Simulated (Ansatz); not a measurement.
`F[Si](F)(Cl)Br` → Br• + Cl• + 2 F• + Si•  (atomization)

Computed with Ansatz on PBE0-D4/def2-TZVP structures; ΔE is electronic, products minus reactants. CBS: MP2 limit from def2 TZ/QZ plus the TZ coupled-cluster correction, frozen cores. This one scheme is used for every species, atoms too. No spin–orbit coupling; open shells (•) take unrestricted orbitals. Spin–orbit coupling would lower the free atoms: a little for Cl, F, Si; clearly for Br. Bonds to Br are less sure, by a few kJ/mol each and by 10 to 20 or more in all where they break to atoms, as the def2 sets lack core-valence functions. Scalar relativity is left out up to krypton.

| species | HF/CBS(def2) energy (Eh) |
| --- | --- |
| `F[Si](F)(Cl)Br` | -3520.18565 |
| Br• | -2572.45453 |
| Cl• | -459.49129 |
| F• | -99.41645 |
| Si• | -288.85982 |

Task: Work out ΔE.

Result: ΔE = 2 × (-99.41645) + (-2572.45453) + (-459.49129) + (-288.85982) − (-3520.18565) = 0.54711 Eh = +1436.4 kJ/mol. CCSD(T)/CBS gives +1951.0 kJ/mol.

Largest T1 diagnostic among the species: 0.012.

Leaving LDA and LC-ωPBE aside and taking each functional with its dispersion term where it has one, the values, not all of them listed here, spread over 130.0 kJ/mol, from BHLYP-D4 to PBE-D4. LDA lies +291.5 kJ/mol from PBE without D4, its usual overbinding. At CCSD(T), def2-SVP lies −221.7 kJ/mol from the extrapolated value and def2-TZVPP −79.1 kJ/mol: correlation converges slowly with the basis, and small sets miss more of it in the bonded molecule than in its fragments.

For atomizations the MP2-based limit and the directly extrapolated one differ by several kJ/mol either way, and by 10 to 25 for some Ge, Se and Sn compounds, so smaller differences from it don't rank the levels.
